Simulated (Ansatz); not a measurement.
`[PH2][GaH2]` + `N=CF` → `F/C=N/P` + `[GaH3]` at 700 K and 1 bar (cleavage of the P–Ga bond).

Computed with Ansatz on PBE0-D4/def2-TZVP structures; ΔE is electronic, products minus reactants. CBS: MP2 limit from def2 TZ/QZ plus the TZ coupled-cluster correction, frozen cores. This one scheme is used for every species. For Ga outer-core shells are correlated without core-valence functions, which leaves a few kJ/mol of doubt a bond. Scalar relativity is left out up to krypton. One conformer a species, not always the lowest.

```tsv
species	CCSD(T)/CBS energy (Eh)	H − E (kJ/mol)	S (J/(mol·K))
`[PH2][GaH2]`	-2267.26620	129.7	362.4
`N=CF`	-193.72220	122.2	297.1
`F/C=N/P`	-535.25055	162.0	378.6
`[GaH3]`	-1925.70545	80.8	262.3
```

H − E and S are ideal-gas, rigid-rotor, harmonic terms from PBE0-D4/def2-TZVP, for one conformer and one mirror image of each species. 1 Eh = 2625.50 kJ/mol, R = 8.31446 J/(mol·K).

**Question.** By hand: ΔE, ΔH, ΔS and ΔG.

**Answer.** ΔE = (-535.25055) + (-1925.70545) − (-2267.26620) − (-193.72220) = 0.03240 Eh = 85.1 kJ/mol. Δ(H − E) = 162.0 + 80.8 − 129.7 − 122.2 = -9.1, so ΔH = 76.0 kJ/mol. ΔS = 378.6 + 262.3 − 362.4 − 297.1 = -18.6 J/(mol·K). ΔG = 76.0 − 700 × (-18.6)/1000 = 89.0 kJ/mol.

**Question.** By hand: the equilibrium constant, and the temperature at which ΔG would vanish if ΔH and ΔS stayed fixed.

**Answer.** log₁₀ K = −ΔG/(RT ln 10) = -6.6. ΔH and −TΔS have one sign here, so there is no such temperature.

ΔH outweighs TΔS. A doubt of 5 kJ/mol in ΔE shifts log₁₀ K by 0.4 here. Other conformers and mirror images would add mixing entropy, several J/(mol·K) or more a flexible species. These are equilibria of isolated gas molecules and say nothing of rates. Largest T1 diagnostic: 0.014 (customary marks: 0.02 for closed shells, 0.045 for open ones).
